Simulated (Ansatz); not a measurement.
Input for Ansatz (an electronic-structure program): U-wB97X-V/def2-TZVPP on FIPb (SMILES [F][Pb][I]), a point of a bond scan (R = 4.959 Å). Elements past Kr take the def2 small-core potentials; no spin–orbit coupling.

Ansatz 0.2 input:
```yaml
crystal:
  periodic: [false, false, false]
  atoms:
    - {symbol: Pb, position_ang: [0.54632348, -0.46465695, 0.74031944]}
    - {symbol: F, position_ang: [1.67669223, -1.49135570, -0.64500339]}
    - {symbol: I, position_ang: [-2.38720152, 2.04975920, -2.36801386]}
basis:
  gaussian:
    orbitals: def2-TZVPP
hamiltonian:
  xc: {name: wB97X-V}
magnetization: {spin_polarized: true, initial_magnetization: 0}
```

It printed:

```
WARN ansatz: RAYON_NUM_THREADS=1 ignored (pool sized by the plan → 1); use --threads N
Functional definition: wB97X-V
integrals: 0.07 GiB planned
962 factors; their error is unknown
integrals: 0.10 GiB planned
232 factors; integrals over basis functions are off by at most 1.1e-4 eV
mean field: 0.95 GiB planned
mean field evaluation 1: about -16059.9059 eV, gradient 3.2e1 eV
mean field evaluation 2: about -16017.4410 eV, gradient 7.8e1 eV
mean field evaluation 4: about -16064.4636 eV, gradient 3.2e0 eV
mean field evaluation 8: about -16064.7068 eV, gradient 1.7e-1 eV
mean field evaluation 16: about -16064.9363 eV, gradient 4.7e-3 eV
mean field evaluation 32: about -16065.2083 eV, gradient 1.1e-2 eV
mean field evaluation 64: about -16065.2083 eV, gradient 1.8e-3 eV
mean field -16065.20834270 eV, -590.3855172048 hartree, gradient 4.0e-6 eV, S^2 0.713289; 7 other end points of the search recorded, 0 dependent functions left out
reference -16065.20834256 eV, -590.3855171997 hartree; 28, 28 occupied and 103, 103 virtual orbitals, 962 factors
Total energy: -16065.20834256 eV, -590.3855171997 hartree
```

The calculation finished and met its thresholds. Its determinant has ⟨S²⟩ = 0.71, a mixture of spin states.

Cost: about 110 core-seconds (a rough figure).
